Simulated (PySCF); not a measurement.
PySCF input (B3PW91/6-31G* (5d)):

```python
from pyscf import gto, dft

mol = gto.M(
    atom='''
    C    -0.59117901    0.04682750    0.01488081
    F     0.63603258   -0.05038036   -0.01600984
    H    -1.16567067   -0.88634511    0.02648339
    H    -1.01154853    1.05880341    0.02832029
    ''',
    basis='6-31g*',
    charge=1,
    spin=0,
    verbose=4,
)

mf = dft.RKS(mol, xc='b3pw91')
mf.grids.level = 3
mf.conv_tol = 1e-9
mf.max_cycle = 100
mf.max_memory = 1500
mf.kernel()
if not mf.converged:
    mf = mf.newton()
    mf.kernel(mf.make_rdm1())
mf.dip_moment()
```

### Question
What final total energy does it give?

### Answer
-138.68413 Eh.
